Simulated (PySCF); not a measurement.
## Hf⁵⁸⁺: ionisation energy

Hf⁵⁸⁺ [Ne] 3s2 3p2 (3P) → Hf⁵⁹⁺ [Ne] 3s2 3p1 (2P), as a difference of total energies. All numbers are calculated (PySCF 2.14, scalar relativity by spin-free X2C-1e, in an even-tempered Gaussian basis (17 s from 15 bohr⁻², ratio 2.5; 12 p from 20 bohr⁻², ratio 2.5; 4 d from 76 bohr⁻², ratio 2.7; 4 f from 110 bohr⁻², ratio 2.7)). Correlated levels: outer shells: 1s2 frozen; virtual orbitals above 40 to 60 times the deepest correlated orbital energy dropped. The calculations carry no spin-orbit coupling.

```csv
method,ionisation energy (eV)
UHF,5948.2
MP2 (outer shells),5948.8
SCS-MP2 (outer shells),5948.6
CCSD (outer shells),5948.8
CCSD(T) (outer shells),5948.8
```

Spin-orbit coupling is strong in these open shells (close to jj coupling). The scalar numbers leave it out and a first-order estimate fails, so it can dominate the gap to the real levels.

Breit and QED terms and the two-electron picture change are absent.

For comparison: 6149 ± 6 eV (theoretical estimate listed by NIST; NIST Atomic Spectra Database, ionization energies).
